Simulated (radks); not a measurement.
Ionisation ladder of germanium, from Ge I to Ge VII. Each ion is in the ground configuration listed by NIST, and IE = E(next ion) - E(this ion). Calculated with a radial shooting solver on a logarithmic mesh with Libxc functionals: scalar-relativistic Kohn-Sham, LDA (Slater exchange, Perdew-Wang correlation), spin-polarised, spherical densities, finite nucleus; open shells are filled with parallel spins first; Fermi nuclear charge, rms radius 4.0742 fm.

species      configuration  E (hartree)  IE, Delta-SCF (eV)  <r> HOMO (bohr)  IE, NIST (eV)       kind  error (eV)
Ge I     [Ar] 3d10 4s2 4p2  -2095.90891               8.034             2.84          7.899       exp.      +0.134
Ge II    [Ar] 3d10 4s2 4p1  -2095.61368              15.909             2.52         15.935       exp.      -0.025
Ge III       [Ar] 3d10 4s2  -2095.02902              34.830             1.93         34.058       exp.      +0.772
Ge IV        [Ar] 3d10 4s1  -2093.74905              47.036             1.84         45.716       exp.      +1.321
Ge V             [Ar] 3d10  -2092.02050              90.982            0.717          90.50       exp.      +0.482
Ge VI             [Ar] 3d9  -2088.67699              117.61            0.685          115.9  semi-emp.        +1.7
Ge VII            [Ar] 3d8  -2084.35498              146.21            0.658            145     theory        +1.3

Reference values: NIST Atomic Spectra Database (exp. = measured, semi-emp. = semi-empirical, theory = theoretical value adopted there). The ionisation energy per charge of the ion left behind rises most, in proportion, at Ge V ([Ar] 3d10), from 11.759 to 18.196 eV. Against the entries that are not theoretical the mean signed error is +1.5 % and the largest +2.9 %. Open shells are spherical and high-spin; term and fine-structure splittings are not resolved.
